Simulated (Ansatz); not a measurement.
Molecule: RbI, net charge 1, doublet state. 
Coordinates optimised at B3LYP-D3(BJ)/def2-TZVP (Ansatz, an electronic-structure program):
```xyz
2

Rb     0.0000     0.0000    -2.2673
I      0.0000     0.0000     1.5828
```
Charge +1, spin multiplicity 2.

Basis-set convergence of Hartree-Fock and MP2 correlation energies (hartree) with Ansatz. Correlated levels leave the core frozen unless marked. Open shells are spin-unrestricted. No spin-orbit coupling. The frozen core is the preceding noble-gas configuration, with the filled d and f shells of earlier blocks. The outer core of K, Ca and their heavier congeners is not correlated, a term that matters for these elements. Past Kr the def2 sets carry scalar-relativistic core potentials.

```json
[
 {"basis": "def2-SVP", "functions": "50", "E(HF)": "-320.31815", "E(corr, MP2)": "-0.07839"},
 {"basis": "def2-TZVPP", "functions": "90", "E(HF)": "-320.32746", "E(corr, MP2)": "-0.11324"},
 {"basis": "def2-QZVPP", "functions": "145", "E(HF)": "-320.32912", "E(corr, MP2)": "-0.13035"}
]
```

Extrapolating the two largest sets (X = 3 and 4) as X^-3: E(corr) = (64·(-0.13035) - 27·(-0.11324))/37 = -0.1428 Eh, an estimate of the basis-set limit. The largest set recovers 91.3 % of it, the smallest 54.9 %.
